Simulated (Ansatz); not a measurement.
Molecule: sum formula H₂BO₂, charge 1, multiplicity 1. 
Structure (B3LYP-D3(BJ)/def2-TZVP (Ansatz, a program for electronic structure) minimum search):
```xyz
5

O      1.1260     0.3135    -0.4593
B      0.0077    -0.0008     0.0209
O     -1.1637    -0.3094     0.3567
H      2.0341    -0.0059    -0.3402
H     -1.7709    -0.0230     1.0567
```
Charge +1, spin multiplicity 1.

Basis-set convergence of Hartree-Fock and MP2 correlation energies (hartree) with Ansatz. Correlated levels leave the core frozen unless marked. Spin-orbit coupling is left out. No relativistic terms.

| basis | functions | E(HF) | E(corr, MP2) |
|---|---|---|---|
| cc-pVDZ | - | -175.39681 | -0.43333 |
| cc-pVTZ | 118 | -175.45905 | -0.54502 |
| cc-pVQZ | 225 | -175.47292 | -0.58752 |

Extrapolating the two largest sets (X = 3 and 4) as X^-3: E(corr) = (64·(-0.58752) - 27·(-0.54502))/37 = -0.6185 Eh, an estimate of the basis-set limit. The largest set recovers 95.0 % of it, the smallest 70.1 %.
